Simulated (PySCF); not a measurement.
H₃O₃Zr, SMILES [OH][Zr+]([OH])[OH], charge +1, multiplicity 1.

Coordinates come from a B3LYP-D3(BJ)/def2-SVP optimisation. The spin state was assumed, not searched. The isomer is the one that the SMILES or the coordinates give; other isomers of the formula were not compared. The def2 effective core potentials stand for the cores of Zr; spin–orbit coupling is left out. The values are those of a single conformer.

Calculation: r2SCAN/def2-TZVPD run with PySCF.

Symmetry labels are those of the subgroup Cs that the program uses (full group C3v).

Computed valence orbital energies around the gap with their symmetry:
```
orbital  symmetry  energy (eV)
-------  --------  -----------
HOMO−7         A'       -17.98
HOMO−6         A"       -17.98
HOMO−5         A"       -14.19
HOMO−4         A'       -14.19
HOMO−3         A'       -13.57
HOMO−2         A'       -13.57
HOMO−1         A"       -13.57
HOMO           A"       -13.05
LUMO           A'        -8.24
LUMO+1         A"        -6.86
LUMO+2         A'        -6.86
LUMO+3         A"        -5.21
```
